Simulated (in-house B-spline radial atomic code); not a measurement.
**Sn⁴⁺: [Ar] 3d10 4s2 4p5 4d9 6f1 6g1 (an excited or competing configuration)**

Method: Dirac-Hartree-Fock, average of configuration, Fermi nucleus of rms radius 4.6519 fm. Calculated with a B-spline radial code for spherical atoms.

Screening seen three ways: the hydrogenic charge with the same mean radius, Z_r = [3n² - l(l+1)]/(2<r>), the one with the same energy, Z_e = n√(-2ε), and Slater's rules. Values are occupation-weighted means over j. An effective charge above Z reflects the relativistic contraction of the inner shells.

```
shell  electrons   ε (eV)  <r> (bohr)    Z_r    Z_e  Slater
   1s          2   -29453     0.02905  51.64  46.53   49.70
   2s          2  -4607.3      0.1249  48.03  36.80   45.85
   2p          6  -4141.9      0.1095  45.68  34.90   45.85
   3s          2  -993.28      0.3371  40.04  25.63   38.75
   3p          6  -836.65      0.3361  37.19  23.53   38.75
   3d         10  -594.39      0.3135  33.49  19.83   28.85
   4s          2  -233.21       0.811  29.59  16.56   22.60
   4p          5   -184.6      0.8664  26.55  14.73   22.60
   4d          9  -107.68       1.005  20.89  11.25   12.20
   6f          1  -12.675       6.935   6.92   5.79    6.00
   6g          1  -10.417       7.854   5.60   5.25       -
```

The least bound orbital is 6g7/2 at -10.42 eV, and it is also the most diffuse (<r> = 7.854 bohr).

Spin-orbit splittings of the orbital energies (j = l + 1/2 above j = l - 1/2 when positive): 2p 231.7 eV, 3p 43.6 eV, 3d 8.868 eV, 4p 8.191 eV, 4d 1.266 eV, 6f 0.0063 eV, 6g -0.0003629 eV.

For the 1s electron the small component carries 3.37 % of the norm, the zero-frequency Breit interaction raises the level by 67.68 eV, self-energy by 38.35 eV, and vacuum polarisation lowers it by 5.048 eV.
